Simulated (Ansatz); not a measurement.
`C[OH+][GaH-]([CH3])[CH3]`, relaxed with RKS PBE0-D4/def2-TZVP in Ansatz from a PBE-D4/def2-SVP geometry. The force threshold is 0.005 eV/Å; the program also tests the step.

Total charge 0; spin multiplicity 1.

Start:

```xyz
16

C    -0.917    1.944   -0.950
O    -0.841    0.513   -0.981
Ga    0.897   -0.432   -0.005
C     0.468    0.142    1.866
C     0.463   -2.308   -0.529
H     0.029    2.318   -1.385
H    -1.010    2.335    0.086
H    -1.767    2.305   -1.567
H    -1.655    0.138   -0.595
H     1.985    0.396   -0.828
H     1.178   -0.333    2.576
H    -0.551   -0.177    2.176
H     0.549    1.240    2.015
H     1.265   -2.991   -0.179
H    -0.485   -2.665   -0.073
H     0.389   -2.424   -1.629
```

(1) By how much does the energy fall, and how many steps does the optimiser take? (Best estimate.)

(2) Which bonds change most? (Best estimate.)

(3) Give the relaxed structure. (An estimate is asked.)

Results:

(1) Computed: 5.50 kJ/mol, in 15 steps.

(2) The calculation gave: O2–Ga3 from 2.206 to 2.186 Å; C1–H7 from 1.111 to 1.092 Å; C1–H8 from 1.110 to 1.092 Å; C4–H12 from 1.112 to 1.094 Å.

(3) The calculation gave: 
```xyz
16

C    -0.921    1.930   -0.915
O    -0.809    0.512   -1.008
Ga    0.889   -0.433   -0.006
C     0.493    0.161    1.851
C     0.435   -2.295   -0.517
H     0.041    2.335   -1.223
H    -1.132    2.246    0.110
H    -1.700    2.293   -1.589
H    -1.634    0.100   -0.736
H     1.986    0.368   -0.824
H     1.220   -0.276    2.542
H    -0.497   -0.168    2.184
H     0.554    1.246    1.969
H     1.220   -2.978   -0.177
H    -0.500   -2.632   -0.061
H     0.353   -2.408   -1.601
```
